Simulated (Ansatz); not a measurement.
`CS[SiH](C)S` → CH₃SH + `CS[SiH]` at 500 K and 1 bar (silylene formation by 1,1-elimination).

Computed with Ansatz on PBE0-D4/def2-TZVP structures; ΔE is electronic, products minus reactants. CCSD(T)/CBS is the MP2 limit (def2-TZVPP, def2-QZVPP) plus CCSD(T) − MP2 in def2-TZVPP, frozen cores. This one scheme is used for every species. One conformer a species, not always the lowest.

```
      species  CCSD(T)/CBS energy (Eh)  H − E (kJ/mol)  S (J/(mol·K))
`CS[SiH](C)S`              -1165.62487           307.4          468.4
        CH₃SH               -438.22835           145.1          283.7
    `CS[SiH]`               -727.28803           154.1          338.3
```

H − E and S are ideal-gas, rigid-rotor, harmonic terms from PBE0-D4/def2-TZVP, for one conformer and one mirror image of each species. 1 Eh = 2625.50 kJ/mol, R = 8.31446 J/(mol·K).

Q: By hand: ΔE, ΔH, ΔS and ΔG.

A: ΔE = (-438.22835) + (-727.28803) − (-1165.62487) = 0.10849 Eh = 284.8 kJ/mol. Δ(H − E) = 145.1 + 154.1 − 307.4 = -8.2, so ΔH = 276.6 kJ/mol. ΔS = 283.7 + 338.3 − 468.4 = 153.6 J/(mol·K). ΔG = 276.6 − 500 × (153.6)/1000 = 199.8 kJ/mol.

Q: By hand: the equilibrium constant, and the temperature at which ΔG would vanish if ΔH and ΔS stayed fixed.

A: log₁₀ K = −ΔG/(RT ln 10) = -20.9. ΔG = 0 at ΔH/ΔS = 1801 K.

The number of gas molecules changes by +1, which sets the sign of ΔS. A doubt of 5 kJ/mol in ΔE shifts log₁₀ K by 0.5 here. Other conformers and mirror images would add mixing entropy, several J/(mol·K) or more a flexible species. These are equilibria of isolated gas molecules and say nothing of rates. Largest T1 diagnostic: 0.016 (customary marks: 0.02 for closed shells, 0.045 for open ones).
